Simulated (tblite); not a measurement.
Task: What does the GFN2-xTB structure of `C#C[Si@H](C#N)[SiH2]C(Cl)Cl` look like in three dimensions?

Result: 
```
atom  x, y, z in Å
C1     2.9649   -0.7257   -1.6743
C2     2.0677   -0.1479   -1.1193
Si3    0.6839    0.7382   -0.2669
C4     1.5918    1.7701    1.0083
N5     2.1401    2.3933    1.7975
Si6   -0.7073   -0.7567    0.8419
C7    -2.5050   -0.4403    0.2127
Cl8   -2.5578   -0.6508   -1.5547
Cl9   -2.9922    1.2197    0.6350
H10    3.7545   -1.2281   -2.1558
H11    0.0890    1.7046   -1.1981
H12   -0.8005   -0.6056    2.2974
H13   -0.4659   -2.1694    0.5290
H14   -3.2638   -1.1019    0.6252
```

Any rigid rotation of these coordinates is as good. Atoms count from 1 in this order. Si3 (SiH silicon) is distorted tetrahedral (angles from 102.4° to 118.9°). The 3 C–Si bonds span 1.851 Å (C2–Si3, drawn single) to 1.931 Å (Si6–C7, drawn single), a spread of 0.080 Å. Si6 (SiH2 silicon) is distorted tetrahedral (angles from 104.0° to 116.4°).

Bonds between heavy atoms (Å): C1≡C2 1.203, C2–Si3 1.851, Si3–C4 1.875, C4≡N5 1.145, Si3–Si6 2.324, Si6–C7 1.931, C7–Cl8 1.781, C7–Cl9 1.781.

Structure optimised with GFN2-xTB, isolated species.

Point group: C1 (no symmetry element, even within 0.4 Å). Its lowest GFN2-xTB frequency is 5i cm⁻¹, too small to tell a flat minimum from a shallow saddle. The numbers are those of one conformer (C2–Si3–Si6–C7 -126°, Si3–Si6–C7–Cl8 58°). 3 starts were optimised and ended at 0.00, 0.31 and 0.63 kcal/mol (GFN2-xTB); the lowest of these is shown.

On one thread of an AMD EPYC 9R45 (shared host), this took 0.47 s wall. These figures are those of the optimisation.

All values are computed, not measured.
